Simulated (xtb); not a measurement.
Zn(Cl)(NH2) (ClH2NZn), SMILES [NH2][Zn][Cl]. All values are semi-empirical tight-binding results from xtb (GFN2-xTB unless named), good for trends rather than for accurate numbers. Coordinates come from a GFN2-xTB optimisation. The values are those of a single conformer.

Optimised geometry:

```xyz
5

Zn    -0.2119     0.3254     0.0000
Cl     0.1743    -1.7247     0.0000
N      0.4280     2.0480     0.0000
H      0.1995     2.6118    -0.8068
H      0.1995     2.6118     0.8068
```
Charge 0, spin multiplicity 1.

For metal compounds this method's bond lengths and energies can be far off.

| Item | Result |
|---|---|
| point group as xtb finds it | Cs |
| orbital gap | 3.46 eV |
| zero-point energy | 15.2 kcal/mol |
| G − E(el) at 298.15 K (modified RRHO) | -3.1 kcal/mol |

Task: Give the atomic charges and the Wiberg bond orders between heavy atoms. (An estimate is asked for; the answer gives what the named calculation found.)

Result: charges (e) Zn1 0.30, Cl2 -0.24, N3 -0.41, H4 0.18, H5 0.18. Bond orders Zn1–Cl2 0.93, Zn1–N3 0.96.
